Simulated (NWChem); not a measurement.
Lowest excitation of hydrogen selenide (H2Se)

```xyz
3

Se     0.0000     0.0000     0.0571
H      1.0502     0.0000    -0.9703
H     -1.0502     0.0000    -0.9703
```
Charge 0, spin multiplicity 1.

All runs are NWChem calculations. All single points use one geometry, from PBE0/def2-SVP, a minimum by its harmonic frequencies.

Basis set: def2-SVPD.

Costs are rough ratios of processor time within this set of runs, SCF included, with TD-PBE as 1.

The Hamiltonian is non-relativistic. The correlated methods keep 9 core orbitals frozen. B3LYP has NWChem's definition, with VWN1-RPA local correlation. Coupled-cluster values serve here as a point of comparison, not as the truth.

```tsv
method	lowest vertical singlet excitation energy (eV)	relative cost
TD-PBE0	5.35	under 3
EOM-CCSD	___	under 3
TD-B3LYP	___	under 3
TD-PBE	___	1
CIS	5.57	under 3
```

Q: What belongs in the gaps?

A: 
- EOM-CCSD, lowest vertical singlet excitation energy (eV): 5.51
- TD-B3LYP, lowest vertical singlet excitation energy (eV): 5.23
- TD-PBE, lowest vertical singlet excitation energy (eV): 5.21
